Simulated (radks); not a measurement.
Br4+, configuration [Ar] 3d10 4s1.75 4p1.25 (fractional occupations, a model configuration). Method: Dirac Kohn-Sham, BLYP, spin-unpolarised, spherical densities, finite nucleus; open shells fill j = l - 1/2 first; Fermi nuclear charge, rms radius 4.1629 fm; computed with a radial shooting solver on a logarithmic mesh with Libxc functionals.

Radial electron density D(r) = 4 pi r^2 rho(r):

r (bohr),D(r) (e/bohr)
0.006078,10.16
0.006908,12.28
0.007914,14.88
0.008995,17.68
0.01022,20.78
0.01171,24.37
0.01331,27.94
0.01525,31.78
0.01733,35.26
0.0197,38.41
0.02257,41.12
0.02565,42.85
0.02916,43.60
0.0334,43.26
0.03796,41.96
0.04315,40.01
0.04943,37.79
0.05618,36.19
0.06437,35.74
0.07316,36.94
0.08315,39.76
0.09526,43.97
0.1083,48.04
0.1231,50.90
0.141,51.31
0.1602,48.67
0.1836,43.12
0.2086,36.80
0.2371,31.34
0.2717,28.28
0.3088,28.55
0.3509,31.01
0.4021,33.93
0.457,34.91
0.5194,33.03
0.595,28.10
0.6763,21.90
0.7748,15.34
0.8806,10.35
1.001,6.954
1.147,4.849
1.303,3.747
1.481,2.989
1.697,2.245
1.929,1.551
2.192,0.9385
2.511,0.4654
2.854,0.2017
3.27,0.06718
3.717,0.01896
4.224,0.004156
4.84,0.0006124

D(r) has 3 maxima, at r = 0.0299, 0.134, 0.450 bohr, and minima at 0.0623, 0.285 bohr, inside which lie 2.08, 11.02 electrons.
